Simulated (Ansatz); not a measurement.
Input and output for F6Pt-2, SMILES `[F][Pt-2]([F])([F])([F])([F])[F]`.

```yaml
crystal:
  periodic: [false, false, false]
  atoms:
    - {symbol: F, position_ang: [-0.684318, -1.425255, 1.147376]}
    - {symbol: Pt, position_ang: [0.000009, 0.000015, 0.000020]}
    - {symbol: F, position_ang: [-1.782665, 0.795330, -0.075262]}
    - {symbol: F, position_ang: [-0.412239, -1.073402, -1.579210]}
    - {symbol: F, position_ang: [0.684313, 1.425236, -1.147406]}
    - {symbol: F, position_ang: [0.412250, 1.073431, 1.579238]}
    - {symbol: F, position_ang: [1.782659, -0.795356, 0.075244]}
basis:
  gaussian: {orbitals: ANO-RCC-VTZP, final_grid: {core_spheres: 8, valence_spheres: 7, degree: 23}}
total_charge: -3
magnetization: {spin_polarized: true, initial_magnetization: 1}
hamiltonian: {xc: {name: CAM-B3LYP}, pseudopotentials: {relativity: none}}
scf: {lower_state_search: light}
```

```sh
$ ansatz run in.yaml --threads 2 --pin off --events-out ev --progress --plain --max-ram 32768MiB --backend cpu
```

It prints (some lines left out):

```
Functional definition: CAM-B3LYP
1852 factors; integrals over basis functions are off by at most 1.1e-3 eV
360 factors; integrals over basis functions are off by at most 3.7e-6 eV
mean field evaluation 1: about -423908.6036 eV, gradient 2.8e1 eV
mean field evaluation 2: about -423906.6547 eV, gradient 4.4e1 eV
mean field evaluation 4: about -423910.8023 eV, gradient 1.2e0 eV
mean field evaluation 8: about -423910.9002 eV, gradient 3.3e-1 eV
mean field evaluation 16: about -423911.1292 eV, gradient 1.7e0 eV
mean field evaluation 32: about -423911.2515 eV, gradient 2.0e-4 eV
mean field evaluation 64: about -423911.2515 eV, gradient 2.0e-4 eV
mean field -423911.25146719 eV, -15578.4511540529 hartree, gradient 3.0e-5 eV, S^2 1.513552; 6 other end points of the search recorded, 0 dependent functions left out
reference -423911.25159641 eV, -15578.4511588016 hartree; 68, 67 occupied and 196, 197 virtual orbitals, 1852 factors
WARN: the results are in doubt because the basis set is contracted for relativity, which is off
Total energy: -423911.25159641 eV, -15578.4511588016 hartree
In doubt: the basis set is contracted for relativity, which is off
```

It took 2.8 min on 2 threads of an AMD EPYC 7R13 on a shared host, with 2 GiB of host memory at the peak.
